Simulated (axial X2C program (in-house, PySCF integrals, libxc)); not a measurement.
**Testing model relations on PdSi⁺**

A bond curve at the PBE0 level, 2c, was computed with an in-house all-electron X2C program for linear molecules (integrals from PySCF) (basis Pd dyall-cv3z [12s12p8d5f3g], Si dyall-v3z [8s7p2d1f] (cores contracted in-house)) for the state Ω = 1/2 (⟨Sz⟩ = 0.50, ⟨Lz⟩ = 0.00 at PBE0). Its fit gives Re = 2.1004 Å, ωe = 461.7 cm⁻¹, ωexe = 1.8 cm⁻¹ and αe = 8.893e-04 cm⁻¹; the masses are 105.9035 and 27.9769 u. Two-component means X2C with spin–orbit coupling and atomic mean-field Coulomb and Gaunt terms.

Q: Find the reduced mass, Be and the force constant.

A: From the PBE0 values: μ = 22.1306 u. Be = 16.8576/(μ Re²) = 0.1727 cm⁻¹. k = 5.8918×10⁻⁷ μ ωe² = 2.78 mdyn/Å.

Q: Estimate the centrifugal constant by the Kratzer relation.

A: D = 4Be³/ωe² = 9.66e-08 cm⁻¹.

Q: Estimate De from a Morse curve and compare with the computed well depth of 3.929 eV to Pd + Si+.

A: De(Morse) = ωe²/(4ωexe) = 3.671 eV against 3.929 eV computed, a ratio of 0.93. For De the Morse form works well here.

Q: A Morse curve ties αe to the other constants (Pekeris). How well does that hold?

A: αe(Morse) = 6Be²/ωe × (√(ωexe/Be) − 1) = 8.635e-04 cm⁻¹; the PBE0 curve gives 8.893e-04 cm⁻¹, a ratio of 0.97.

Q: Where do the fundamental and the first overtone lie?

A: ν(1←0) = ωe − 2ωexe = 458.1 cm⁻¹; ν(2←0) = 2ωe − 6ωexe = 912.6 cm⁻¹.

The state is a single determinant with fixed occupations, the lowest that a limited PBE0 search found. Dissociation energies refer to the lowest single-determinant-based atoms at the same level and basis. Density functionals use the spin component along the axis (collinear). The 2c atoms are single determinants rather than J levels; their spin–orbit lowering is only partly caught, and De is too large by that part. This holds for PBE0. The functionals have no current-density term, which raises determinants with orbital currents, atoms included.
